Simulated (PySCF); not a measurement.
Removal energies of Cd²⁰⁺ from EOM-IP-GCCSD

Reference: closed-shell Cd²⁰⁺, [Ar] 3d10; one electron is removed. Calculated with PySCF 2.14, two-component X2C-1e with screened spin-orbit coupling, an uncontracted even-tempered set (19 s from 0.74 bohr⁻², ratio 2.6; 15 p from 0.96 bohr⁻², ratio 2.6; 10 d from 0.96 bohr⁻², ratio 2.6; 6 f from 0.99 bohr⁻², ratio 2.8); frozen [Ar]; the 100 highest virtual spinors dropped; of the others 70 kept and the rest restored at second order. No Breit or QED terms. Binding energies in eV.

```tsv
level	Koopmans	second order	EOM-CCSD
3d3/2	974.55	973.42	973.62
3d5/2	967.04	965.99	966.18
```

For comparison, the ionisation energy of Cd²⁰⁺ is 963 ± 4 eV (theoretical estimate listed by NIST; NIST Atomic Spectra Database, ionization energies).
